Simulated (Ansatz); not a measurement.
`CCCCNCCCC` → 8 C• + 19 H• + N•  (atomization)

Program: Ansatz. Geometries: PBE0-D4/def2-TZVP. ΔE: electronic, gas phase. CCSD(T)/CBS is the MP2 limit (def2-TZVPP, def2-QZVPP) plus CCSD(T) − MP2 in def2-TZVPP, frozen cores. This one scheme is used for every species, atoms too. For atomizations the MP2-based limit and the directly extrapolated one differ by several kJ/mol either way, and by 10 to 25 for some Ge, Se and Sn compounds, so smaller differences from it don't rank the levels. Functionals use def2-TZVPP. No spin–orbit coupling; open shells (•) take unrestricted orbitals. Spin–orbit coupling would lower the free atoms: a little for C. One conformer a species, not always the lowest.

| level | ΔE (kJ/mol) |
| --- | --- |
| r2SCANh | 10999.1 |
| LC-ωPBE | 11039.6 |

Question: What does CCSD(T)/CBS give? (An estimate is asked.)

Answer: Ansatz gave: +11039.4 kJ/mol. The listed levels differ from it by -40.3, 0.2 kJ/mol.

Largest T1 diagnostic among the species: 0.009.

From BLYP to BHLYP (50 % exact exchange), in def2-TZVPP and without D4, ΔE moves by −114.5 kJ/mol: exact exchange takes away binding that semilocal exchange gives to molecules. In def2-TZVPP, CCSD(T) changes the Hartree–Fock value by +2527.4 kJ/mol (the triples alone add +129.1 kJ/mol) and MP2 by +2617.5 kJ/mol; breaking electron pairs costs correlation energy, which Hartree–Fock lacks.
